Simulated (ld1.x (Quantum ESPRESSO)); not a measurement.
## nickel: excitation energies, all-electron against ultrasoft

| Item | Value |
| --- | --- |
| Element | nickel (Ni) |
| Generator | ld1.x (Quantum ESPRESSO) 7.5 |
| Type | ultrasoft |
| Functional | BLYP |
| Relativity | non-relativistic |
| Frozen core | [Ne] 3s2 |
| Valence charge | 16 |
| Reference configuration | 3p6 3d8 4s2 4p0 |
| Partial waves | 4s (bound): rcut 2.15, rcutus 2.30 bohr; 4s channel at 1.7 Ry: rcut 2.15, rcutus 2.30 bohr; 3p (bound): rc 0.35 bohr; 4p (bound, empty): rc 0.35 bohr; 3d (bound): rcut 1.00, rcutus 1.15 bohr; 3d channel at -0.1 Ry: rcut 1.00, rcutus 1.15 bohr |
| Local potential | all-electron potential smoothed inside 0.55 bohr (lloc = -1) |
| Core correction | none |
| Augmentation charge | PSQ, inside the norm-conserving radii |

Energies are relative to the spin-unpolarised reference configuration 3p6 3d8 4s2 4p0; without spin polarisation the order of configurations can differ from experiment. Not all tests gave a result: test run stopped at test 4 of 7 (negative rho). The frozen-core shift is the all-electron ΔE with the core orbitals held at their reference shape minus the fully relaxed ΔE.

Its overlap operator is not positive definite in a basis up to 400 Ry (lowest eigenvalue s -0.63), so the file is unfit for use: the generalised eigenproblem breaks down once the basis is large enough, and its test numbers describe a broken file.

| valence configuration | charge | ΔE all-electron (eV) | error AE − PS (meV) | frozen-core shift (meV) |
| --- | --- | --- | --- | --- |
| 3p6 3d8 4s1 4p0 | +1 | 9.177 | -1.4 | +0.2 |
| 3p6 3d8 4s0 4p0 | +2 | 26.447 | -12 | +0.9 |
| 3p6 3d7 4s0 4p0 | +3 | 64.168 | +23 | +27 |

A Bessel basis up to 400 Ry misses an occupied level by 3.92 Ry, so cutoffs and ghosts were not judged.
